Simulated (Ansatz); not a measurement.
System: InBr3 (charge -1, doublet). 
Geometry from a B3LYP-D3(BJ)/def2-TZVP (Ansatz, a first-principles code) optimisation:
```
In
Br 1 2.6480
Br 1 2.6480 2 108.98
Br 1 2.6480 2 108.98 3 -118.81
```
Charge -1, spin multiplicity 2.

Basis-set convergence of Hartree-Fock and CCSD(T) correlation energies (hartree) with Ansatz. Correlated levels leave the core frozen unless marked. UHF or UKS for open shells. Spin-orbit coupling is left out. Frozen are the shells of the preceding noble gas and the d and f shells that filled before the atom's block. Past Kr the def2 sets carry scalar-relativistic core potentials. This anion needs diffuse functions, which these sets lack.

```json
[
 {"basis": "def2-SVP", "functions": "122", "E(HF)": "-7905.76782", "E(corr, CCSD(T))": "-0.44287"},
 {"basis": "def2-TZVPP", "functions": "194", "E(HF)": "___", "E(corr, CCSD(T))": "___"}
]
```

Q: Fill in the missing entries.

A: 
- def2-TZVPP, E(HF): -7906.72538
- def2-TZVPP, E(corr, CCSD(T)): -0.60626
